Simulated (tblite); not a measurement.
Compound: C5H7BO2.
Atom-mapped SMILES: `[CH3:1]/[CH:2]=[CH:3]\[C:4]#[C:5][B:6]([OH:7])[OH:8]` (hydrogens: H9, H10, H11 on C1; H12 on C2; H13 on C3; H14 on O7; H15 on O8)

Computed with GFN2-xTB (tblite), gas phase: L-BFGS steps from a force-field or distance-geometry start until the largest atomic force falls under 0.01 eV/Å.

Step 53: E = -643.2035 eV
```
atom  x, y, z in Å  |  force x, y, z in eV/Å
C1     -2.4367   -0.4443    0.0125   -0.010   0.006   0.009
C2     -2.2021    0.9482   -0.4665    0.019   0.020  -0.033
C3     -0.9934    1.4889   -0.6326    0.045  -0.001   0.029
C4      0.2004    0.7800   -0.3942    0.011  -0.033  -0.008
C5      1.2159    0.1445   -0.2212    0.015  -0.031  -0.034
B6      2.4967   -0.6854   -0.1003   -0.018  -0.019   0.052
O7      3.7386   -0.1733   -0.3517   -0.020   0.021   0.003
O8      2.3989   -1.9865    0.2540    0.011   0.010  -0.020
H9     -1.6995   -0.7241    0.7616    0.049  -0.012  -0.029
H10    -2.3449   -1.1470   -0.8172   -0.018   0.010   0.008
H11    -3.4334   -0.5425    0.4343   -0.024  -0.015   0.008
H12    -3.0776    1.5328   -0.7118   -0.028   0.021   0.015
H13    -0.8778    2.5069   -0.9850   -0.015  -0.018   0.000
H14     3.7681    0.7504   -0.5912    0.012   0.000  -0.009
H15     3.2422   -2.4408    0.2818   -0.029   0.042   0.009
```

Step 54: E = -643.2041 eV
```
atom  x, y, z in Å  |  force x, y, z in eV/Å
C1     -2.4422   -0.4437    0.0104   -0.008   0.000   0.014
C2     -2.2012    0.9469   -0.4706    0.015   0.011  -0.023
C3     -0.9908    1.4858   -0.6315    0.028  -0.001   0.027
C4      0.2032    0.7791   -0.3856   -0.008  -0.029  -0.005
C5      1.2189    0.1464   -0.2029    0.003  -0.030  -0.043
B6      2.4996   -0.6842   -0.0916   -0.011  -0.006   0.023
O7      3.7390   -0.1722   -0.3580   -0.019  -0.001   0.023
O8      2.4052   -1.9872    0.2562   -0.010   0.035  -0.008
H9     -1.6962   -0.7325    0.7476    0.048  -0.013  -0.037
H10    -2.3729   -1.1460   -0.8222   -0.014   0.013   0.013
H11    -3.4332   -0.5323    0.4481   -0.021  -0.011   0.007
H12    -3.0763    1.5312   -0.7202   -0.006   0.021   0.009
H13    -0.8758    2.5025   -0.9874   -0.002  -0.014   0.002
H14     3.7685    0.7520   -0.5942    0.004   0.011  -0.012
H15     3.2499   -2.4378    0.2743    0.001   0.013   0.010
```

Step 55: E = -643.2044 eV
```
atom  x, y, z in Å  |  force x, y, z in eV/Å
C1     -2.4429   -0.4436    0.0095    0.007   0.020   0.019
C2     -2.2001    0.9473   -0.4708    0.005  -0.010   0.000
C3     -0.9892    1.4844   -0.6332    0.009   0.006   0.017
C4      0.2046    0.7777   -0.3879   -0.015  -0.023   0.002
C5      1.2195    0.1458   -0.1992   -0.015  -0.021  -0.041
B6      2.4995   -0.6839   -0.0870   -0.007   0.002  -0.010
O7      3.7372   -0.1717   -0.3588    0.007  -0.005   0.033
O8      2.4058   -1.9874    0.2568   -0.042   0.042   0.009
H9     -1.6944   -0.7369    0.7418    0.057  -0.010  -0.026
H10    -2.3798   -1.1434   -0.8239   -0.011  -0.013  -0.022
H11    -3.4315   -0.5312    0.4510   -0.042  -0.006   0.020
H12    -3.0758    1.5328   -0.7149   -0.002   0.027  -0.002
H13    -0.8763    2.5006   -0.9907    0.011  -0.006   0.004
H14     3.7682    0.7526   -0.5943   -0.003   0.012  -0.012
H15     3.2508   -2.4353    0.2740    0.041  -0.017   0.010
```

Task: Estimate the geometry and energy of step 56. (The exact step hangs on the optimiser's Hessian estimate; all steps are aligned on step 55, rigid shifts and turns removed.)

Result: E = -643.2046 eV, largest force 0.052 eV/Å
```
atom  x, y, z in Å  |  force x, y, z in eV/Å
C1     -2.4490   -0.4427    0.0086   -0.007  -0.018   0.002
C2     -2.1993    0.9458   -0.4761   -0.013  -0.007   0.012
C3     -0.9860    1.4817   -0.6293   -0.036  -0.007   0.007
C4      0.2068    0.7759   -0.3765   -0.042  -0.004   0.000
C5      1.2224    0.1468   -0.1831   -0.012  -0.019  -0.038
B6      2.5029   -0.6821   -0.0790    0.014   0.020  -0.046
O7      3.7382   -0.1700   -0.3647   -0.001  -0.009   0.047
O8      2.4119   -1.9866    0.2589   -0.006   0.009   0.025
H9     -1.6897   -0.7446    0.7279    0.016   0.001  -0.048
H10    -2.4078   -1.1440   -0.8278   -0.016   0.029   0.026
H11    -3.4339   -0.5208    0.4655    0.029   0.002  -0.001
H12    -3.0745    1.5312   -0.7289    0.045   0.005   0.005
H13    -0.8733    2.4965   -0.9907    0.025  -0.003   0.007
H14     3.7687    0.7549   -0.5983   -0.009   0.007  -0.010
H15     3.2581   -2.4340    0.2659    0.010  -0.006   0.011
```

The energy changes by -0.0002 eV. The first-order estimate −F·Δx gives -0.0006 eV and the mean of the old and new forces, exact on a quadratic surface, -0.0001 eV. The step makes an angle of 85° with the force vector and moves no atom by more than 0.028 Å.

The cost below is that of the whole relaxation. The run took 0.94 s of wall time on one thread, Arm Neoverse N1 (aarch64) (shared host).
